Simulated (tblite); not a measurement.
Compound: C3H5F3OSi2.
Z-matrix (Å and degrees, GFN2-xTB geometry), rows numbered from 1:
```
O 
C   1  1.2096
C   2  1.4637  1  122.56
Si  3  1.8912  2  119.93  1  -179.96
C   3  1.3416  2  114.02  1     0.10
Si  5  1.8822  3  122.30  2    -0.04
F   6  1.5878  5  118.50  3    70.73
F   6  1.6034  5  102.97  3  -179.99
F   6  1.5878  5  118.49  3   -70.74
H   2  1.0996  1  120.58  3  -179.91
H   4  1.4598  3  108.16  2  -179.98
H   4  1.4638  3  107.78  2    59.38
H   4  1.4642  3  107.80  2   -59.35
H   5  1.0793  3  119.94  2   179.96
```

Method: GFN2-xTB as coded in tblite; computed harmonic values from a numerical Hessian at the method's own geometry, unscaled. Errors from tens to a few hundred cm⁻¹ against measured bands are possible. Modes of hydrogen on silicon can be 10 to 20 % off. One conformer, not necessarily the lowest.

Harmonic wavenumbers (cm⁻¹): 33.0, 60.4, 88.3, 114.9, 154.3, 158.5, 182.5, 242.5, 248.6, 266.9, 268.8, 374.2, 384.5, 498.8, 536.2, 558.2, 716.1, 760.3, 771.5, 775.6, 791.8, 840.5, 886.1, 891.9, 939.8, 946.8, 1072.1, 1237.6, 1345.8, 1601.5, 1709.6, 2268.7, 2272.8, 2306.5, 2854.9, 3087.1.

A = 2211, B = 678.2, C = 604.5 MHz; mass 169.983 u (most abundant isotopes); point group Cs, symmetry number 1.

Question: Zero-point energy?

Answer: ½Σν̃ = 16124 cm⁻¹ = 46.10 kcal/mol.

Question: What is S at 200 K and 1 bar for an ideal gas of classical rigid rotors and harmonic oscillators?

Answer: Translation 39.34, rotation 29.06, vibration 25.34: S = 93.7 cal/(mol K).

Question: And Cp and H(200 K) − H(0)?

Answer: Cp = 33.22 cal/(mol K), of which vibrations give 25.27 (their classical limit is 36 R = 71.5); H(200 K) − H(0) = 4.29 kcal/mol without the zero-point energy, 2.70 from vibrations.

Question: How do the functions run with temperature in this model?

Answer: 
```
 T (K)  S (cal/(mol K))  Cp (cal/(mol K))  H − H(0) (kcal/mol)  G − H(0) (kcal/mol)  ln q(vib)
   150             84.9              28.2                 2.76                -9.98       4.22
   250            101.7              37.8                 6.07               -19.34       7.62
298.15            108.7              41.8                 7.99               -24.41       9.18
   400            122.0              48.8                12.62               -36.17      12.31
   600            143.7              58.0                23.38               -62.82      17.87
   900            168.8              65.9                42.09              -109.87      25.00
```

q(vib) and H(0) count from the zero-point level.

Question: Which modes carry the vibrational entropy at 200 K?

Answer: 33.0 cm⁻¹: 4.85; 60.4 cm⁻¹: 3.66; 88.3 cm⁻¹: 2.92; 114.9 cm⁻¹: 2.42; 154.3 cm⁻¹: 1.88; 158.5 cm⁻¹: 1.83 cal/(mol K); the other 30 give 7.78 together.

Hindered rotation and anharmonicity are outside this model. Other conformers, if any are populated, would add a mixing term that is left out.

On an Arm Neoverse N1 with one thread, no GPU, shared host, this took 0.94 s of wall time. This covers the Hessian and the dipole derivatives.
